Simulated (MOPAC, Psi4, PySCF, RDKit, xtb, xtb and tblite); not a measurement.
Two geometries of H9BGeO2Si2, SMILES OB(O)[SiH2][SiH2][GeH3], relaxed at GFN2-xTB with one dihedral held; other torsions can differ between them too.

Structure A

```
15

O      0.8999    -0.7963     0.1191
B      1.3418     0.0110    -0.8772
O      2.5033    -0.1955    -1.5372
Si     0.3059     1.6479    -1.1757
Si     1.1065     3.0544     0.5107
Ge     1.8818     1.6421     2.2220
H      1.4328    -1.5565     0.3665
H      3.0389    -0.9545    -1.2916
H     -1.1507     1.4979    -1.0100
H      0.4524     2.2991    -2.4877
H      2.2484     3.9022     0.1342
H      0.1536     3.9929     1.1190
H      2.4190     2.2495     3.4950
H      3.0548     0.7758     1.8176
H      0.9210     0.6190     2.7599
```

Structure B

```
15

O      0.8075    -0.2804    -0.4372
B      0.8096     0.9246    -1.0408
O      1.8733     1.3872    -1.7506
Si    -0.7204     2.1638    -0.9648
Si    -0.1231     4.0540    -2.1818
Ge     2.0969     3.9585    -2.9273
H      1.5890    -0.8353    -0.5115
H      2.6614     0.8441    -1.8326
H     -1.0967     2.5491     0.4077
H     -1.9706     1.5954    -1.5002
H     -0.9537     4.2716    -3.3761
H     -0.2577     5.3109    -1.4307
H      2.5566     5.2229    -3.6284
H      2.4566     2.9226    -3.9577
H      3.1782     3.8079    -1.8909
```

Question: Which is lower in energy at the level Psi4 with PBE0-D3(BJ)/def2-SVP // GFN2-xTB, and by how much?

Answer: A is lower, by 1.14 kcal/mol (dihedral O1–B2–Si4–Si5: 80° in A, 180° in B).

E(B) − E(A) in kcal/mol at the other levels, on the same two geometries: GFN2-xTB (xtb and tblite) -2.72; PBE0/def2-SVP // GFN2-xTB (Psi4) 0.96; PBE/def2-SVP // GFN2-xTB (Psi4) 1.27; PBE-D3(BJ)/def2-SVP // GFN2-xTB (Psi4) 1.42; UFF // GFN2-xTB (RDKit) 3.46; PM3, restricted, heats of formation // GFN2-xTB (MOPAC) 0.81; PM7, restricted, heats of formation // GFN2-xTB (MOPAC) -1.23; GFN1-xTB // GFN2-xTB (xtb) -1.09; restricted B3LYP/6-31G*, spherical d, density fitting // GFN2-xTB (PySCF) 1.24; restricted Hartree-Fock/3-21G, density fitting // GFN2-xTB (PySCF) -1.61; restricted MP2 (frozen core)/3-21G // GFN2-xTB (PySCF) -1.64; restricted LDA (SVWN5)/6-31G*, spherical d, density fitting // GFN2-xTB (PySCF) 0.14.
